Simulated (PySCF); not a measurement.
# Electron correlation in Ge+ (germanium, charge +1)

[Ar] 3d10 4s2 4p1, 2P determinant. Computed with PySCF 2.14 in aug-cc-pVQZ-DK (8s7p5d3f2g, 93 functions), with the spin-free X2C one-electron Hamiltonian (Gaussian nucleus). Frozen: [Ar] 3d10; 3 electrons correlated.

```
  level  correlation energy (mhartree)
   CCSD                         -52.18
    (T)                          -0.85
CCSD(T)                         -53.03
```

Diagnostics: T1 = 0.011, D1 = 0.0241, largest double amplitude 0.092.

Q: Is a single reference adequate?

A: Mostly. T1 lies below 0.03, but a double amplitude of this size points to a near-degeneracy that CCSD handles and MP2 describes poorly.
